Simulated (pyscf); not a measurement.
## `[SiH3][Se][Bi]([Cl])[Cl]`, singlet

Gas-phase minimum from PySCF at ωB97X-D3(BJ)/def2-SVP, one conformer. 

```
Si
H 1 1.4826
H 1 1.4840 2 111.80
H 1 1.4887 2 110.78 3 -122.40
Se 1 2.2885 2 109.63 4 -114.37
Bi 5 2.5902 1 96.80 2 -37.49
Cl 6 2.4503 5 98.28 1 61.75
Cl 6 2.4543 7 95.86 2 52.24
```
Charge 0, spin multiplicity 1.

Properties at ωB97X-D3(BJ)/def2-SVP:

```
Item                                                                                                                                                                                                            Value
---------------------------------------------------------------------------------------------------------------------  ----------------------------------------------------------------------------------------------
Harmonic wavenumbers, unscaled                                                                                         57, 91, 103, 118, 130, 186, 236, 346, 356, 410, 608, 621, 917, 947, 965, 2271, 2293, 2310 cm⁻¹
Zero-point energy                                                                                                                                                                                       18.5 kcal/mol
Rotational symmetry number                                                                                                                                                                                          1
Entropy of this conformer at 298 K and 1 atm, rigid rotor and harmonic oscillator, modes under 100 cm⁻¹ raised to 100                                                                                 418.0 J/(mol K)
Dipole moment                                                                                                                                                                                                  2.93 D
```

Single-point totals, which compare only within one level:

```json
[
 {"level": "ωB97X-D3(BJ)/def2-TZVP", "total energy (hartree)": "-3828.12293"},
 {"level": "PBE/def2-TZVP", "total energy (hartree)": "-3827.20991"},
 {"level": "r²SCAN/def2-TZVP", "total energy (hartree)": "-3828.07493"},
 {"level": "B3LYP-D3(BJ)/def2-TZVP", "total energy (hartree)": "-3828.25345"},
 {"level": "PBE0-D3(BJ)/def2-TZVP", "total energy (hartree)": "-3827.37347"},
 {"level": "M06-2X/def2-TZVP", "total energy (hartree)": "-3827.90302"},
 {"level": "ωB97M-D3(BJ)/def2-TZVP", "total energy (hartree)": "-3828.23288"}
]
```

Soft torsions are taken as harmonic, which can shift the entropy by several J/(mol K). Elements up to Kr have no core potential and no relativistic terms here. Elements past Kr carry the def2 core potentials, without spin-orbit coupling.
